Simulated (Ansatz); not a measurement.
Two isomers of C2H4SSi: A = `S[SiH]1C=C1`, B = `SC1=C[SiH2]1`.

Program: Ansatz. Geometries: PBE0-D4/def2-TZVP. ΔE: electronic, gas phase. CCSD(T)/CBS is the MP2 limit (def2-TZVPP, def2-QZVPP) plus CCSD(T) − MP2 in def2-TZVPP, frozen cores. DFT in def2-TZVPP. B3LYP here is the variant with VWN-RPA as its local correlation; programs differ in this. One conformer a species, not always the lowest.

Problem. Which is lower in electronic energy at CCSD(T)/CBS, and by how much? (Best estimate.)

Solution. Computed: A, by 83.7 kJ/mol.

Problem. Give E(B) − E(A) in kJ/mol with HF/def2-TZVPP, LDA (SPW92), MP2/def2-TZVPP, B3LYP, PBE-D4, PBE0-D4, r2SCAN-D4. (An estimate is asked.)

Solution. Computed: HF/def2-TZVPP 88.4, LDA (SPW92) 67.0, MP2/def2-TZVPP 79.9, B3LYP 75.0, PBE-D4 70.7, PBE0-D4 77.3, r2SCAN-D4 76.6. None reverses the order clearly.

Problem. Does the order hold for the free energy at 298.15 K (harmonic terms from PBE0-D4)? (Estimate.)

Solution. Computed: Yes: G(B) − G(A) = +82.1 kJ/mol, for one conformer each.

Largest T1 diagnostic: 0.014.

In def2-TZVPP, CCSD(T) changes the Hartree–Fock value by −7.3 kJ/mol (the triples alone add −2.1 kJ/mol) and MP2 by −8.5 kJ/mol. From PBE to PBE0 (25 % exact exchange), in def2-TZVPP and without D4, E(B) − E(A) moves by +6.5 kJ/mol.
